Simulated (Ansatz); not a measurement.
Computed with Ansatz on PBE0-D4/def2-TZVP structures; ΔE is electronic, products minus reactants. CCSD(T)/CBS is the MP2 limit (def2-TZVPP, def2-QZVPP) plus CCSD(T) − MP2 in def2-TZVPP, frozen cores. This one scheme is used for every species, atoms too. DFT in def2-TZVPP. B3LYP here is the variant with VWN-RPA as its local correlation; programs differ in this. HSE06 is defined as in plane-wave codes. No spin–orbit coupling; open shells (•) take unrestricted orbitals. Spin–orbit coupling would lower the free atoms: a little for C, S; clearly for Ge. For Ge outer-core shells are correlated without core-valence functions, so the limit isn't a true one: a few kJ/mol of doubt a bond, and 10 to 20 or more in all where bonds break to atoms. Scalar relativity is left out up to krypton. One conformer a species, not always the lowest.

Reaction (atomization): `S[CH](S)[GeH3]` → C• + Ge• + 6 H• + 2 S•

```tsv
level	ΔE (kcal/mol)	difference from CCSD(T)/CBS
B97M-V	718.1	5.4
r2SCANh-D4	707.6	-5.1
HSE06-D4	708.0	-4.7
CAM-B3LYP-D4	706.2	-6.5
ωB97X-V	715.4	2.7
r2SCAN	709.9	-2.8
PBE0	702.3	-10.4
B3LYP	694.0	-18.7
r2SCANh	705.9	-6.8
r2SCAN0	700.4	-12.3
HF/def2-SVP	494.4	-218.3
MP2/def2-SVP	658.5	-54.2
CCSD/def2-SVP	651.2	-61.5
HF/def2-TZVPP	496.6	-216.1
CCSD/def2-TZVPP	681.4	-31.3
CCSD(T)/def2-TZVPP	693.4	-19.3
CCSD(T)/CBS	712.7	0
```

Largest T1 diagnostic among the species: 0.012.

In def2-TZVPP, CCSD(T) changes the Hartree–Fock value by +196.8 kcal/mol (the triples alone add +12.0 kcal/mol) and MP2 by +199.2 kcal/mol; breaking electron pairs costs correlation energy, which Hartree–Fock lacks. From r2SCAN to r2SCAN0 (25 % exact exchange), in def2-TZVPP and without D4, ΔE moves by −9.6 kcal/mol: exact exchange takes away binding that semilocal exchange gives to molecules. The D4 term adds +10.6 kcal/mol with B3LYP and +5.5 kcal/mol with PBE0; it sums over pairs of atoms, weighted by their polarisabilities, and B3LYP, whose exchange is more repulsive, gets the larger term.

For atomizations the MP2-based limit and the directly extrapolated one differ by several kJ/mol either way, and by 10 to 25 for some Ge, Se and Sn compounds, so smaller differences from it don't rank the levels.
